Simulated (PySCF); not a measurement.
Computed vibrations of Bi(SiH3)3

Bi(SiH3)3 (singlet). PySCF 2.14.0, RKS B3LYP, Bi def2-SVP with ECP60, Si def2-SVP, H def2-SVP; non-relativistic Hamiltonian with scalar-relativistic core potentials where named; density fitting; no spin-orbit coupling. Central differences of gradients.

```xyz
13

Bi    0.0125    0.0000    0.0075
Si   -1.3748    0.0000    2.2130
H    -1.0956    1.2115    3.0365
H    -2.7929    0.0000    1.7565
H    -1.0956   -1.2115    3.0365
Si   -1.3207    0.0000   -2.2303
H    -1.0252   -1.2116   -3.0476
H    -2.7470    0.0000   -1.8013
H    -1.0252    1.2116   -3.0476
Si    2.6184    0.0000   -0.0292
H     3.1776   -1.2111    0.6371
H     2.9736    0.0000   -1.4765
H     3.1776    1.2111    0.6371
```

Run from Python with OMP_NUM_THREADS=2. Where DIIS fails, smearing, a level shift and second-order steps follow.
It took 5 min on 2 threads of Arm Neoverse V2, with other jobs on the host.

Q: What are the harmonic wavenumbers and infrared intensities?

A: Modes are labelled in Cs; negative numbers are unstable modes, those under 60 cm⁻¹ near the noise; a finer grid moves soft modes by up to 10 cm⁻¹.
| cm⁻¹ | km/mol | symmetry |
| --- | --- | --- |
| -236 | – | a'' |
| 52 | 0.2 | a'' |
| 63 | 1.4 | a' |
| 66 | 1.5 | a' |
| 72 | 0.0 | a'' |
| 85 | 0.0 | a'' |
| 266 | 0.0 | a' |
| 301 | 11.1 | a' |
| 302 | 9.7 | a' |
| 352 | 1.3 | a'' |
| 487 | 0.1 | a' |
| 535 | 0.2 | a'' |
| 537 | 4.9 | a' |
| 542 | 6.4 | a' |
| 573 | 0.1 | a'' |
| 851 | 847.9 | a' |
| 852 | 1023.8 | a' |
| 911 | 10.7 | a' |
| 918 | 57.8 | a'' |
| 919 | 24.7 | a'' |
| 920 | 53.8 | a'' |
| 956 | 18.6 | a' |
| 959 | 168.7 | a' |
| 966 | 44.0 | a' |
| 2211 | 148.1 | a' |
| 2211 | 185.3 | a' |
| 2215 | 4.0 | a' |
| 2220 | 32.1 | a'' |
| 2221 | 2.0 | a'' |
| 2221 | 210.1 | a'' |
| 2236 | 45.9 | a' |
| 2238 | 63.8 | a' |
| 2241 | 95.7 | a' |

Q: Is this a minimum?

A: No: 1 unstable; the lowest moves the atoms so:
```
Bi   0.00 -0.06  0.00
Si   0.00  0.15  0.00
H   -0.32  0.17  0.10
H    0.00 -0.17  0.00
H    0.32  0.17 -0.10
Si   0.00  0.17  0.00
H    0.34  0.18  0.11
H    0.00 -0.19  0.00
H   -0.34  0.18 -0.11
Si   0.00  0.14  0.00
H   -0.22  0.16  0.22
H    0.00 -0.18  0.00
H    0.22  0.16 -0.22
```
